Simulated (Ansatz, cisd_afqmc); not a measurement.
Species: O, charge 0, triplet.

Total energies in def2-TZVPP, 6 correlated electrons, 1 frozen orbitals. Radicals and triplets start from unrestricted determinants; spin-orbit coupling is neglected. Cores are frozen in correlated methods. No relativity. The Monte Carlo rows (phaseless AFQMC, CISD trial, step 0.005/hartree) carry one-sigma bars that omit the constraint's bias. Outlying blocks are dropped, and bars are widened where a walk drifts. Over all cases where full CI ran beside it in this data, AFQMC minus full CI had a median of +0.1 mEh and passed +0.4 mEh in a tenth of the cases. Full CI freezes restricted core orbitals and the other rows unrestricted ones, which leaves a small offset even where coupled cluster is exact.

```tsv
method	program	energy (Eh)	error against FCI (mEh)
HF	Ansatz	-74.81563	161.37
MP2	Ansatz	-74.95729	19.70
CCSD	Ansatz	-74.97390	3.10
CCSD(T)	Ansatz	-74.97674	0.25
CCSDT(Q)	Ansatz	-74.97712	-0.13
CCSDTQ	Ansatz	-74.97712	-0.13
AFQMC/CISD	cisd_afqmc	-74.9769 ± 0.0001	0.1 ± 0.1
FCI	Ansatz	-74.97699	0.00
```

Ansatz is an electronic-structure program.
